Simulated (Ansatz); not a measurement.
One change: `F[SiH]` becomes `[SiH]Br`.

Ansatz, PBE0-D4/def2-TZVP geometries, multiplicity 1. 

Scalar relativity is left out up to krypton.

| property | `F[SiH]` |
| --- | --- |
| HOMO–LUMO gap (B3LYP/def2-TZVPP) / eV | 3.95 |
| LUMO energy (ωB97M-V/def2-TZVPP) / eV | -0.60 |
| size of the dipole moment (ωB97M-V/def2-TZVPP) / D | 1.02 |
| ideal-gas entropy at 298 K and 1 bar (rigid rotor, harmonic PBE0-D4/def2-TZVP) / J/(mol·K) | 239 |
| size of the dipole moment (B3LYP/def2-TZVPP) / D | 1.00 |
| LUMO energy (PBE/def2-TZVPP) / eV | -3.52 |

(1) What does the change do to each property? (Estimate.)

Results:

(1) The calculation gave: 
```csv
property,`[SiH]Br`,shift
HOMO–LUMO gap (B3LYP/def2-TZVPP) / eV,3.55,-0.40
LUMO energy (ωB97M-V/def2-TZVPP) / eV,-1.09,-0.49
size of the dipole moment (ωB97M-V/def2-TZVPP) / D,1.21,0.19
"ideal-gas entropy at 298 K and 1 bar (rigid rotor, harmonic PBE0-D4/def2-TZVP) / J/(mol·K)",263,24
size of the dipole moment (B3LYP/def2-TZVPP) / D,1.06,0.06
LUMO energy (PBE/def2-TZVPP) / eV,-3.88,-0.36
```

Dipoles are sizes alone; their direction can turn.

B3LYP here is the variant with VWN-RPA as its local correlation; programs differ in this.

Spin–orbit coupling is left out; it splits and shifts lone-pair levels of the heavy atoms by tenths of an eV.
